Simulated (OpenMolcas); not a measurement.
# Pr3+: moving or changing the point charges

Pr3+ among 8 point charges of -0.5 e arranged as a cube (Oh), 2.62 Å from the ion.
```
   1.5127    1.5127    1.5127  -0.50
   1.5127    1.5127   -1.5127  -0.50
   1.5127   -1.5127    1.5127  -0.50
   1.5127   -1.5127   -1.5127  -0.50
  -1.5127    1.5127    1.5127  -0.50
  -1.5127    1.5127   -1.5127  -0.50
  -1.5127   -1.5127    1.5127  -0.50
  -1.5127   -1.5127   -1.5127  -0.50
```

| Item | Value |
| --- | --- |
| Program | OpenMolcas |
| Method | SS-CASPT2, IPEA 0.25 Eh, imaginary shift 0.1 Eh (closed shells correlated: 5s 5p) |
| Basis | ANO-RCC-VTZP [8s7p5d3f2g1h] |
| Scalar Hamiltonian | DKH2, point nucleus |
| Active space | 2 electrons in 7 orbitals (4f) |
| State averaging | 2S+1 = 3 even, 21 roots; 2S+1 = 1 even, 27 roots kept (CI in the orbitals of an earlier block) |
| Spin-orbit coupling | state interaction with AMFI integrals over the reference wave functions |

Runs around this geometry, states (labels of O, the rotations of Oh). Energies in cm-1 above the lowest state or level, χT in cm3 K/mol; under a threefold ground state the first gap can be a small split of the lowest multiplet, not the spin-orbit step.

```tsv
R (Å)	Ground state	First state of that spin	First gap with spin-orbit (degeneracies)	Width of lowest J	χT at 300 K
2.62	3T1	3E 72	41 (3, 2)	81	1.647
2.85	3T1	3T2 38	14 (3, 2)	56	1.648
3.13	3T1	75	19 (3, 2)	39	1.649
```

Taking the width of the lowest J multiplet as R^-n, n = -ln(39 / 81) / ln(3.13 / 2.62) = 4.1 between the shortest and longest distance.

Roots that are degenerate in the reference are averaged as groups; the widest CASPT2 spread within a group is 650 cm-1 (the 3-fold group of multiplicity 1 near 6170 cm-1 above the lowest state of its run, R = 2.85). Shifts and gaps below about the spread of the groups concerned are not significant. Point charges carry no covalency, so the field is a model and not that of real ligands. A group larger than the point group allows holds several states that coincide in this model. No measured value stands beside these numbers.
